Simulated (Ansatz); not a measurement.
Other settings, tried on [Se4]2- (Se₄²⁻).

```yaml
crystal:
  periodic: [false, false, false]
  atoms:
    - {symbol: Se, position_ang: [-0.349500, 2.522562, -1.180035]}
    - {symbol: Se, position_ang: [-0.958620, 0.250685, -0.972581]}
    - {symbol: Se, position_ang: [0.745295, -1.166199, -0.079696]}
    - {symbol: Se, position_ang: [0.562825, -1.607048, 2.232322]}
basis:
  gaussian: {orbitals: def2-SVP}
total_charge: -2
magnetization: {spin_polarized: true, initial_magnetization: 0}
hamiltonian: {xc: {name: B3LYP5}}
scf: {omitted_lower_state_checks: [starts]}
```

```sh
$ ansatz run in.yaml --threads 4 --pin off --events-out ev --progress --plain --max-ram 3916MiB
```

It prints (some lines left out):

```
Functional definition: B3LYP5
1228 factors; integrals over basis functions are off by at most 8.8e-4 eV
mean field evaluation 1: about -261350.1627 eV, gradient 3.3e1 eV
mean field evaluation 2: about -261322.9870 eV, gradient 7.2e1 eV
mean field evaluation 4: about -261355.9957 eV, gradient 3.4e0 eV
mean field evaluation 8: about -261356.0564 eV, gradient 5.9e-2 eV
mean field evaluation 16: about -261356.0565 eV, gradient 1.4e-4 eV
mean field -261356.05646634 eV, -9604.6579216402 hartree, gradient 2.0e-5 eV, S^2 0.000000; 0 other end points of the search recorded, 0 dependent functions left out
reference -261356.05669614 eV, -9604.6579300853 hartree; 69, 69 occupied and 59, 59 virtual orbitals, 1228 factors
Total energy: -261356.05669614 eV, -9604.6579300853 hartree
Checks for a lower state left out: starts
```

It took 5.5 s on 4 threads of Arm Neoverse V1 on a shared host, peak host memory 0.63 GiB.

A multiply charged anion in the gas phase is held together partly by the finite basis. Removing one electron lowers the energy by 1.19 eV at PBE0-D4/def2-TZVPD, so it isn't bound. The highest occupied level of an anion often lies above zero with these methods, and sets without diffuse functions describe the outer electron poorly.
